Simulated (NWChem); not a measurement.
[O]=[Ta]([NH2])([Cl])[Cl] (TaNH$_{2}$OCl$_{2}$), optimised at PBE0/def2-SVP with NWChem:

| Property | Value |
|---|---|
| highest occupied level (eV) | -8.79 |
| orbital gap (eV) | 6.92 |
| dipole (D) | 3.78 |

All stand in one matching conformer (torsions within 35°), which need not be the lowest. For one or both, no frequency run checked for a minimum. def2 effective core potentials on Nb, Ta; no spin-orbit coupling.

One Ta atom is replaced by Nb, giving [NH2][Nb](=[O])([Cl])[Cl] (NbNH2OCl2), optimised at the same level. How do these values move?


```json
[
 {"quantity": "highest occupied level (eV)", "new value": "-8.74", "change": "+0.05"},
 {"quantity": "orbital gap (eV)", "new value": "6.38", "change": "-0.54"},
 {"quantity": "dipole (D)", "new value": "3.71", "change": "-0.07"}
]
```
